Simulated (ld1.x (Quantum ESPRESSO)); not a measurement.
**aluminium, ultrasoft: configuration errors across variants**

```json
{"Element": "aluminium (Al)", "Generator": "ld1.x (Quantum ESPRESSO) 7.5", "Type": "ultrasoft", "Functional": "PBE", "Relativity": "non-relativistic", "Frozen core": "[Ne]", "Valence charge": "3", "Reference configuration": "3s2 3p1", "Partial waves": "3s (bound): rcut 1.80, rcutus 2.30 bohr; 3s channel at 3.4 Ry: rcut 1.80, rcutus 2.30 bohr; 3p (bound): rcut 1.65, rcutus 1.90 bohr; 3p channel at 0.45 Ry: rcut 1.65, rcutus 1.90 bohr", "Local potential": "all-electron potential smoothed inside 1.60 bohr (lloc = -1)", "Core correction": "none", "Augmentation charge": "PSQ, inside the norm-conserving radii"}
```

All-electron excitation energies from the reference (eV): (1) 3s2 3p0 5.771; (2) 3s1 3p0 24.963; (3) 3s2 3p0.5 2.090; (4) 3s2 3p1.3 -0.577; (5) 3s1 3p2 5.107; (6) 3s0 3p3 10.383; (7) 3s1 3p1 11.543.

2 further variants failed, have other tests or too few solved ones, and are left out.

A true bound ghost makes a file unfit for plane-wave use even where its test errors are small: the radial tests pick states by their node count and pass the ghost by.

Errors AE − PS in meV (a dash: test not solved or not reliable):

```csv
change,(1),(2),(3),(4),(5),(6),(7),bound ghosts
base,+7.1,+18,+1.1,+0.2,+18,+80,+8.7,none
"waves 3p (bound): rcut 1.62, rcutus 1.72 bohr; 3p channel at 0.45 Ry: rcut 1.62, rcutus 1.72 bohr",+11,+21,+1.3,+0.2,+16,+66,+8.1,p
"waves 3p (bound): rcut 1.65, rcutus 1.94 bohr; 3p channel at 0.45 Ry: rcut 1.65, rcutus 1.94 bohr",+6.3,+18,+0.9,+0.1,+17,+76,+8.4,none
"waves 3p (bound): rcut 1.65, rcutus 2.16 bohr; 3p channel at 0.45 Ry: rcut 1.65, rcutus 2.16 bohr",+3.4,+16,+0.5,+0.1,+13,+63,+7.5,none
"waves 3p (bound): rcut 1.65, rcutus 2.36 bohr; 3p channel at 0.45 Ry: rcut 1.65, rcutus 2.36 bohr",+1.5,+15,+0.2,+0.1,+11,+54,+7.0,none
"waves 3p (bound): rcut 1.65, rcutus 2.54 bohr; 3p channel at 0.45 Ry: rcut 1.65, rcutus 2.54 bohr",+0.5,+15,+0.1,0.0,+9.4,+49,+6.7,none
"waves 3p (bound): rcut 1.65, rcutus 2.70 bohr; 3p channel at 0.45 Ry: rcut 1.65, rcutus 2.70 bohr",0.0,+14,0.0,0.0,+8.8,+46,+6.6,none
"waves 3p (bound): rcut 1.65, rcutus 2.90 bohr; 3p channel at 0.45 Ry: rcut 1.65, rcutus 2.90 bohr",-0.5,+14,-0.1,0.0,+8.1,+43,+6.5,none
```

(1) Give the same row for: waves 3p (bound): rcut 1.48, rcutus 1.56 bohr; 3p channel at 0.45 Ry: rcut 1.48, rcutus 1.56 bohr.

Answers

(1) +19, +26, +2.2, +0.3, +21, +70, +10; bound ghosts: p.
